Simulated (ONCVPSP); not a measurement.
Transferability test, ONCV potential for phosphorus

ONCVPSP 4.0.1 input, shortened (lines: element, Z, core and valence counts, functional; n l f; lmax; l rc ep ncon nbas qcut; lloc lpopt rc5 dvloc0; l nproj debl; icmod fcfact rcfact), PBEsol, scalar-relativistic:

```
  P 15.00    3    2  -116133      upf
    1    0    2.00
    2    0    2.00
    2    1    6.00
    3    0    2.00
    3    1    3.00
    2
    0    1.45    0.00    4    9    5.20
    1    1.45    0.00    4    8    6.40
    2    1.55    0.04    3    6    6.30
    0    5    1.45    0.00
    0    0    2.80
    1    2    1.30
    2    2    3.30
    1    0.35    0.00
```

Energies are relative to the spin-unpolarised reference configuration 3s2 3p3; without spin polarisation the order of configurations can differ from experiment.

```json
{"valence configuration": "3s2 3p2", "charge": "+1", "ΔE all-electron (eV)": "9.698", "error AE − PS (meV)": "+1.3"}
{"valence configuration": "3s1 3p0", "charge": "+4", "ΔE all-electron (eV)": "110.429", "error AE − PS (meV)": "+149"}
```

Problem. What are ΔE and the potential's error for 3s2 3p0?

Solution. ΔE = 58.516 eV all-electron; the error (AE − PS) is +58 meV.

Problem. What are ΔE and the potential's error for 3s2 3p1?

Solution. ΔE = 28.810 eV all-electron; the error (AE − PS) is +14 meV.

Levels in the configuration 3s1 3p0:

| level | all-electron (eV) | pseudo (eV) |
| --- | --- | --- |
| 3s | -58.299 | -58.183 |
